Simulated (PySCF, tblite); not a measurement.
Compound: C6H5F4P.
SMILES with atom numbers: `[CH3:1][c:2]1[pH:3][c:4]([F:5])[cH:6][c:7]1[C:8]([F:9])([F:10])[F:11]` (hydrogens: H12, H13, H14 on C1; H15 on P3; H16 on C6)

Structure optimised with GFN2-xTB, isolated species.

(1) Give the optimised bond lengths and angles.

Answers

(1) 
| bond | length (Å) | order |
| --- | --- | --- |
| C1–C2 | 1.489 | single |
| C2–P3 | 1.825 | aromatic |
| P3–C4 | 1.821 | aromatic |
| C4–F5 | 1.336 | single |
| C4–C6 | 1.344 | aromatic |
| C6–C7 | 1.442 | aromatic |
| C7–C8 | 1.497 | single |
| C8–F9, C8–F10 | 1.342 | single |
| C8–F11 | 1.349 | single |
| C2–C7 | 1.356 | aromatic |
| C1–H12, C1–H13, C1–H14 | 1.089 | single |
| P3–H15 | 1.398 | single |
| C6–H16 | 1.076 | single |

Bonds in one row agree within 0.01 Å and their mean is given. Orders are formal, as drawn. A selection of angles:
| angle | degrees |
| --- | --- |
| C1–C2–P3 | 122.6 |
| C1–C2–C7 | 126.6 |
| P3–C2–C7 | 110.6 |
| C2–P3–C4 | 87.8 |
| P3–C4–F5 | 121.9 |
| P3–C4–C6 | 113.5 |
| F5–C4–C6 | 124.3 |
| C4–C6–C7 | 111.7 |
| C6–C7–C8 | 121.3 |
| C2–C7–C6 | 115.7 |
| C2–C7–C8 | 123.0 |
| C7–C8–F9 | 113.0 |
| C7–C8–F10 | 112.5 |
| F9–C8–F10 | 106.5 |

Dihedral angles: C6–C7–C8–F9 3° (synperiplanar). The mirror-image conformer, all signs reversed, is as good.

The 5-membered ring C2–P3–C4–C6–C7 has internal angles of 87.8° to 115.7° (sum 539°, against 540° for a flat polygon); it is slightly puckered (a soft mode that the optimisation may not have finished), 0.04 Å rms from its mean plane, widest ring torsion 7°. Of the pairs four or more bonds apart, F9···H16 is among the closest relative to their van der Waals radii: 2.50 Å, 94 % of the sum of Bondi's values. The 5 C–C bonds span 1.344 Å (C4–C6, drawn aromatic) to 1.497 Å (C7–C8, drawn single), a spread of 0.153 Å. P3 (ring phosphorus) is pyramidal (angles 95.8°, 94.7° and 87.8°, sum 278.3°, 0.89 Å off the plane of its three neighbours).

Point group: C1 (no symmetry element, even within 0.4 Å). Its GFN2-xTB frequencies are all real (lowest 29 cm⁻¹).

The numbers are calculated, not measured.
